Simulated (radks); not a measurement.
Problem. The mean radii <r> (bohr) of the occupied orbitals of an atom or ion are listed with their occupations. All-electron calculation, scalar-relativistic Kohn-Sham, PBE, spin-polarised, spherical densities, finite nucleus; Fermi nuclear charge, rms radius of each element as measured or else 0.836 A^(1/3) + 0.57 fm. Program: a radial shooting solver on a logarithmic mesh with Libxc functionals.

| orbital | occ. | <r> |
|---|---|---|
| 1s | 2 | 0.1036 |
| 2s | 2 | 0.5195 |
| 2p | 6 | 0.4849 |
| 3s | 2 | 1.820 |
| 3p | 2 | 2.137 |

Name the element and its charge.

Solution. Z = 15, phosphorus, charge +1: P+ in [Ne] 3p(up 1, down 1) 3s(up 1, down 1). The 1s radius gives Z: for a bare nucleus <r> = (2 gamma + 1)/(2Z) with gamma = sqrt(1 - (Z/c)^2), 0.0996 bohr for Z = 15, and screening makes it slightly larger (0.1036 here). The occupations add up to 14, and the charge is Z minus that.
